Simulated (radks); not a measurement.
Results of a calculation; reference values are marked as such.
Coulomb parameter of the 5d shell of the osmium ion Os+ in the model configuration [Xe] 4f14 5d5 6s1 6p1, as a second difference U = [E(n + 0.25) + E(n - 0.25) - 2 E(n)] / (0.25)^2 with all orbitals relaxed. "Bare": the charge of the atom changes with n. "Screened": the 6p shell takes up the change at fixed total charge, which measures U(5d,5d) + U(6p,6p) - 2 U(5d,6p). Code: a radial shooting solver on a logarithmic mesh with Libxc functionals. Model: scalar-relativistic Kohn-Sham, SCAN, spin-unpolarised, spherical densities, finite nucleus; meta-GGA in the generalised Kohn-Sham scheme; Fermi nuclear charge, rms radius 5.4126 fm.

\begin{tabular}{lrr}
case & configuration & E - E(n) (eV) \\ \hline
start & [Xe] 4f14 5d5 6s1 6p1 & 0.000 \\
bare +0.25 & [Xe] 4f14 5d5.25 6s1 6p1 & -4.108 \\
bare -0.25 & [Xe] 4f14 5d4.75 6s1 6p1 & 4.773 \\
screened +0.25 & [Xe] 4f14 5d5.25 6s1 6p0.75 & -2.268 \\
screened -0.25 & [Xe] 4f14 5d4.75 6s1 6p1.25 & 2.387 \\
\end{tabular}

U(bare) = 10.634 eV, U(screened by 6p) = 1.898 eV, against the Slater integral F0(5d,5d) = 14.662 eV with frozen orbitals.
